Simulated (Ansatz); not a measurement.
# HF ··· HBr

The pair of HF (SMILES F, atoms 1–2) and HBr (SMILES Br, atoms 3–4), both closed shells, in one local arrangement (a lower one may exist), relaxed at PBE0-D4/def2-TZVP:

```
atom    x (Å)    y (Å)    z (Å)
  F1   0.3604  -0.2263  -1.2367
  H2   0.8607   0.5164  -1.4567
 Br3  -0.8040  -0.0161   2.0209
  H4  -0.4172  -0.2739   0.6725
```

Ansatz 0.2.0; basis: def2-TZVPPD, with def2-QZVPPD for the basis limit; cores frozen in the correlated methods. Filled d shells of the heavier atoms are correlated. The def2 sets are not built for correlating such inner shells, so the correlated values are less sure here. B3LYP uses VWN-RPA correlation. Extrapolation: Hartree–Fock as exp(−7.88 √X), correlation as X^−2.97. Interaction energies count from these two fragments, frozen as in the pair, with the counterpoise correction; negative means bound.

What is the interaction energy by CCSD(T) at an estimated basis limit (MP2 extrapolated from triple and quadruple zeta, plus CCSD(T) − MP2 in triple zeta)? (Judge from chemistry; the value comes from the calculation.)

The calculation gives: -2.27 kcal/mol. Hartree–Fock alone gives -1.03 kcal/mol at the basis limit. It counts from the two fragments frozen as in the pair.

The same quantity by other methods in triple zeta, and each one's difference from that estimate:
```json
{"method": "PBE-D4", "E_int (kcal/mol)": "-2.58", "difference": "-0.31"}
{"method": "revPBE-D4", "E_int (kcal/mol)": "-1.84", "difference": "0.42"}
{"method": "BLYP-D4", "E_int (kcal/mol)": "-2.05", "difference": "0.22"}
{"method": "r2SCAN-D4", "E_int (kcal/mol)": "-2.55", "difference": "-0.28"}
{"method": "B97M-V", "E_int (kcal/mol)": "-2.46", "difference": "-0.19"}
{"method": "PBE0-D4", "E_int (kcal/mol)": "-2.47", "difference": "-0.20"}
{"method": "B3LYP-D4", "E_int (kcal/mol)": "-2.26", "difference": "0.01"}
{"method": "HSE06-D4", "E_int (kcal/mol)": "-2.49", "difference": "-0.22"}
{"method": "wB97X-V", "E_int (kcal/mol)": "-2.28", "difference": "-0.01"}
{"method": "wB97M-V", "E_int (kcal/mol)": "-2.24", "difference": "0.03"}
{"method": "B2PLYP", "E_int (kcal/mol)": "-1.94", "difference": "0.33"}
{"method": "HF", "E_int (kcal/mol)": "-1.03", "difference": "1.24"}
{"method": "MP2", "E_int (kcal/mol)": "-2.05", "difference": "0.22"}
{"method": "CCSD", "E_int (kcal/mol)": "-1.69", "difference": "0.58"}
{"method": "CCSD(T)", "E_int (kcal/mol)": "-1.87", "difference": "0.40"}
```
Differences are method less estimate.

Which atoms make the shortest contact between the fragments?

F1 and H4, 2.06 Å apart.

Basis-set superposition shift (counterpoise-corrected less uncorrected): CCSD(T) 0.57; MP2 0.56; HF 0.08; PBE0-D4 0.08; wB97M-V 0.07 kcal/mol.

T1 diagnostic: at most 0.011.

For scale, one of the runs: CCSD(T)/def2-TZVPPD, 131 basis functions, launched by `ansatz run in.yaml --threads 2 --pin off --events-out ev --progress --plain --max-ram 5222MiB`. Hardware: 2 CPU threads, shared host. Wall time about 6.5 s.
